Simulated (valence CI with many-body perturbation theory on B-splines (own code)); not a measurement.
## Energy levels of La¹⁷⁺

Method: relativistic CI+MBPT: four valence electrons over a frozen Dirac-Fock core [Kr], a basis of 9 s, 9 p, 10 d, 8 f, 5 g, 3 h, 1 i functions for each j, with the one-electron correlation potential Σ1, the two-electron term Σ2, the three-electron term Σ3, Breit, model QED; selected CI, second order for the rest (own B-spline code, finite nucleus).

No measured spectrum was set against this ion. As an estimate, terms of the open shell hold to 2 to 4 % of their energy, and close levels can change places. Core correlation moves these levels by up to 7200 cm⁻¹, and in measured spectra 5 to 20 % of such shifts remained as error; rates that hang on mixing are uncertain with them. Only levels of the ground parity were solved; by the run's estimate the other parity begins above the list, which can be wrong where configurations are misplaced.

Levels 1 to 34 of 34, with energies above the lowest level, 4d4 5D_0. "Leading %" is the weight of the configuration and term that name the level; weights of strongly mixed levels are sums over their largest components and can fall short. In the jj column 3d3/2^4 stands for four electrons in 3d with j = 3/2. Lifetimes count E1, E2, E3, M1 and M2 decay at the calculated energies, and are blank where another channel may lead or the interval is too uncertain; long ones can be off by a factor of two.

| No. | Configuration | Term | J | E (cm⁻¹) | Leading % | g | Lifetime | Leading jj |
| --- | --- | --- | --- | --- | --- | --- | --- | --- |
| 1 | 4d4 | 5D | 0 | 0.0 | 57 |  |  | 4d3/2^4 (82 %) |
| 2 | 4d4 | 5D | 1 | 14172 | 81 | 1.498 | 9.26 ms | 4d3/2^3 4d5/2 (87 %) |
| 3 | 4d4 | 5D | 2 | 25078 | 88 | 1.459 | 16.9 ms | 4d3/2^2 4d5/2^2 (53 %) |
| 4 | 4d4 | 5D | 3 | 32695 | 80 | 1.424 | 58.8 ms | 4d3/2^2 4d5/2^2 (47 %) |
| 5 | 4d4 | 5D | 4 | 36100 | 50 | 1.310 | 1.39 s | 4d3/2^3 4d5/2 (64 %) |
| 6 | 4d4 | 3P | 0 | 51468 | 43 |  | 683 μs | 4d3/2^2 4d5/2^2 (77 %) |
| 7 | 4d4 | 3H | 4 | 53721 | 52 | 1.037 | 5.30 ms | 4d3/2^2 4d5/2^2 (60 %) |
| 8 | 4d4 | 3G | 3 | 62358 | 63 | 0.913 | 2.58 ms | 4d3/2^2 4d5/2^2 (52 %) |
| 9 | 4d4 | 3F | 2 | 64885 | 58 | 0.872 | 1.57 ms | 4d3/2^2 4d5/2^2 (55 %) |
| 10 | 4d4 | 3H | 5 | 66437 | 74 | 1.075 | 7.84 ms | 4d3/2^2 4d5/2^2 (98 %) |
| 11 | 4d4 | 3P | 1 | 69078 | 70 | 1.326 | 1.12 ms | 4d3/2^2 4d5/2^2 (73 %) |
| 12 | 4d4 | 3H | 6 | 71900 | 68 | 1.112 | 535 ms | 4d3/2^2 4d5/2^2 (92 %) |
| 13 | 4d4 | 3G | 4 | 78432 | 65 | 1.026 | 7.33 ms | 4d3/2^2 4d5/2^2 (83 %) |
| 14 | 4d4 | 3D | 2 | 80945 | 45 | 1.200 | 7.71 ms | 4d3/2^2 4d5/2^2 (83 %) |
| 15 | 4d4 | 3D | 3 | 83351 | 44 | 1.182 | 2.83 ms | 4d3/2^2 4d5/2^2 (70 %) |
| 16 | 4d4 | 3F | 4 | 85578 | 46 | 1.161 | 1.13 ms | 4d3/2 4d5/2^3 (55 %) |
| 17 | 4d4 | 3F | 3 | 93411 | 43 | 1.088 | 876 μs | 4d3/2 4d5/2^3 (80 %) |
| 18 | 4d4 | 3P | 2 | 98851 | 36 | 1.129 | 831 μs | 4d3/2 4d5/2^3 (48 %) |
| 19 | 4d4 | 3G | 5 | 99210 | 74 | 1.156 | 2.21 ms | 4d3/2 4d5/2^3 (98 %) |
| 20 | 4d4 | 3D | 1 | 102630 | 80 | 0.694 | 641 μs | 4d3/2 4d5/2^3 (80 %) |
| 21 | 4d4 | 1I | 6 | 103290 | 68 | 1.052 | 2.08 ms | 4d3/2 4d5/2^3 (92 %) |
| 22 | 4d4 | 3F | 4 | 113410 | 46 | 1.103 | 1.85 ms | 4d3/2^2 4d5/2^2 (62 %) |
| 23 | 4d4 | 3P | 2 | 116180 | 51 | 1.239 | 1.15 ms | 4d3/2^2 4d5/2^2 (58 %) |
| 24 | 4d4 | 1S | 0 | 117080 | 69 |  | 795 μs | 4d3/2 4d5/2^3 (82 %) |
| 25 | 4d4 | 1F | 3 | 121880 | 56 | 1.068 | 1.11 ms | 4d3/2 4d5/2^3 (84 %) |
| 26 | 4d4 | 3P | 2 | 128120 | 49 | 1.129 | 1.16 ms | 4d3/2^2 4d5/2^2 (55 %) |
| 27 | 4d4 | 3F | 4 | 140470 | 53 | 1.140 | 455 μs | 4d5/2^4 (66 %) |
| 28 | 4d4 | 3F | 3 | 144000 | 75 | 1.067 |  | 4d3/2 4d5/2^3 (97 %) |
| 29 | 4d4 | 3F | 2 | 144770 | 39 | 0.964 | 712 μs | 4d5/2^4 (48 %) |
| 30 | 4d4 | 3P | 1 | 145480 | 96 | 1.478 | 714 μs | 4d3/2 4d5/2^3 (93 %) |
| 31 | 4d4 | 3P | 0 | 152110 | 78 |  |  | 4d3/2^2 4d5/2^2 (52 %) |
| 32 | 4d4 | 1G | 4 | 152730 | 69 | 1.063 | 733 μs | 4d3/2 4d5/2^3 (84 %) |
| 33 | 4d4 | 1D | 2 | 182670 | 87 | 0.999 | 534 μs | 4d3/2 4d5/2^3 (42 %) |
| 34 | 4d4 | 1S | 0 | 228980 | 88 |  | 242 μs | 4d5/2^4 (46 %) |

Names give the largest LS component (configuration and term), which can be under half, so a name can repeat, a term be missing and a line seem to break the LS rules; names also repeat where a configuration has a term twice.

The ionisation energy to 4d3 4F_3/2 of the next ion comes out as 465.75 eV (NIST: 464 ± 3 eV (theoretical)). All 34 levels together are meant to be complete up to 238180 cm⁻¹.
